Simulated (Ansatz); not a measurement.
`[SiH3][SnH3]` + `O[SiH2]S[SiH2]Cl` → `O[SiH2]S[SiH2][SiH3]` + `[Cl][SnH3]`  (redistribution)

Computed with Ansatz on PBE0-D4/def2-TZVP structures; ΔE is electronic, products minus reactants. CCSD(T)/CBS is the MP2 limit (def2-TZVPP, def2-QZVPP) plus CCSD(T) − MP2 in def2-TZVPP, frozen cores. DFT in def2-TZVPP. def2 core potentials past Kr. For Sn outer-core shells are correlated without core-valence functions, which leaves a few kJ/mol of doubt a bond. Each species was taken in one conformer, which may not be the lowest.

Problem. Is it downhill or uphill in electronic energy at CCSD(T)/CBS, and by how much? (An estimate is asked.)

Solution. The calculation gave: Uphill: ΔE = +37.4 kJ/mol.

Problem. What do these levels give: PBE-D4, PBE0-D4, SCS-MP2/def2-TZVPP, HF/def2-QZVPP, MP2/def2-QZVPP, SCS-MP2/def2-QZVPP? (Estimate.)

Solution. The calculation gave: PBE-D4 34.1, PBE0-D4 35.2, SCS-MP2/def2-TZVPP 40.5, HF/def2-QZVPP 28.9, MP2/def2-QZVPP 44.2, SCS-MP2/def2-QZVPP 39.5 kJ/mol.

Largest T1 diagnostic among the species: 0.013.

In def2-TZVPP, CCSD(T) changes the Hartree–Fock value by +8.2 kJ/mol (the triples alone add +0.2 kJ/mol) and MP2 by +15.1 kJ/mol.
